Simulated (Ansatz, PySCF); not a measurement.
H3BN, doublet, at a GFN2-xTB geometry. Base run: PySCF with MP2/cc-pVDZ.

The PySCF input:
```python
from pyscf import gto, scf, mp

mol = gto.Mole()
mol.atom = '''
    B     0.77176572   -0.38326126   -0.00712341
    N    -0.50098332    0.12964714    0.00508320
    H     1.71461686    0.31236266   -0.02031081
    H    -0.72292847    1.12140556    0.00373476
    H    -1.34363377   -0.42499191    0.01661071
'''
mol.basis = 'cc-pvdz'
mol.spin = 1
mol.verbose = 4
mol.build()

mf = scf.UHF(mol)
mf.kernel()

pt = mp.MP2(mf)
pt.kernel()
print('E(MP2) = %.10f' % pt.e_tot)
```

The same geometry, method and basis name were run in Ansatz (a program for electronic structure) and PySCF, at each program's defaults and at the settings that a row names. The base is PySCF at its defaults. Differences at the defaults can come from grids, fitting, cores and function types together.

| code and settings | ΔE vs base (µEh) | basis functions | E (Eh) | SCF cycles | SCF-reference dipole (D) |
|---|---|---|---|---|---|
| PySCF, defaults (exact integrals, spherical functions, all electrons correlated) | 0.0 | 43 | -81.10186 | 12 | 2.18 |
| Ansatz, defaults (factorised integrals, spherical functions, frozen core) | 4357 | 43 | -81.09750 | - | - |
| PySCF, frozen core | 4355 | 43 | -81.09750 | 12 | 2.18 |
| Ansatz, high accuracy, frozen core | 4355 | 43 | -81.09750 | - | - |

Open shells are given as the SCF converged; they aren't shown to be the lowest states, and a large step between rows can be another state.
